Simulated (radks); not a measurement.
The numbers below are computed, except where a source is named.
Effect of the nuclear size on the silver ion Ag+, [Kr] 4d10. Level of theory: Dirac Kohn-Sham, PBE, spin-unpolarised, spherical densities, finite nucleus; Fermi nuclear charge, rms radius 4.5454 fm (a radial shooting solver on a logarithmic mesh with Libxc functionals). The rms radius is varied about that value; shifts are against it.

rms radius (fm)  total energy shift (eV)  density at nucleus (e/bohr^3)  1s1/2 shift (meV)  2s1/2 shift (meV)  4s1/2 shift (meV)  5s1/2 (empty) shift (meV)
3.9318                            -0.712                      1.486e+05               -300              -33.5              -1.20                     -0.109
4.1954                            -0.417                      1.473e+05               -176              -19.7             -0.704                     -0.064
4.5454                                 0                      1.457e+05              0.000              0.000              0.000                      0.000
4.6999                             0.193                       1.45e+05               81.4               9.11              0.326                      0.030
5.2181                             0.883                       1.43e+05                371               41.6               1.49                      0.135

Slopes of the eigenvalues against <r^2> in GHz/fm^2, as finite differences over the two radii next to the reference (eigenvalue slopes, not the field-shift constants of lines): 1s1/2 13800, 2s1/2 1550, 4s1/2 55.5, 5s1/2 (empty) 5.04.
